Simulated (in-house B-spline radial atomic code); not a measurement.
Ionising Pd V (Pd4+) with different functionals

Computed with an all-electron radial atomic-structure program (B-spline basis): scalar-relativistic (spin-free X2C) Hamiltonian, Fermi nucleus of rms radius 4.5318 fm, spin-polarised at highest spin, spherical fractional occupations for the functionals, and exact exchange of hybrids averaged over the configuration. The ionisation energy is the difference of two self-consistent energies, [Kr] 4d6 → [Kr] 4d5, without Breit or QED terms; ε is the level of the shell that loses the electron (its least bound occupied spin orbital). There is no spin-orbit coupling in this Hamiltonian.

| method | rung | ΔSCF (eV) | -ε(4d) (eV) |
| --- | --- | --- | --- |
| PBE0 | global hybrid | 62.93 | 57.34 |
| B3LYP | global hybrid | 63.19 | 57.08 |
| TPSSh | global hybrid | 62.80 | 55.85 |
| BHandHLYP | global hybrid | 62.85 | 59.44 |
| r2SCAN0 | global hybrid | 62.31 | 56.91 |
| B97-1 | global hybrid | 63.24 | 57.21 |
| HSE06 | range-separated hybrid | 62.89 | 56.89 |
| wB97X | range-separated hybrid | 62.99 | 60.04 |
| CAM-B3LYP | range-separated hybrid | 63.16 | 59.01 |
| LC-wPBE | range-separated hybrid | 63.02 | 60.32 |

**Question.** Among the functionals, which spreads more, the ΔSCF values or the orbital energies?

**Answer.** The orbital energies: ΔSCF values span about 0.93 eV and the orbital energies 4.47 eV; here energy differences depend much less on the functional than eigenvalues do.

**Question.** How do they compare with the NIST value?

**Answer.** NIST lists 61 eV ± 1.9 (tabulated theory, ground level to ground level). Errors run from +1.31 to +2.24 eV; all lie within about twice that uncertainty, so the table can't rank the methods.
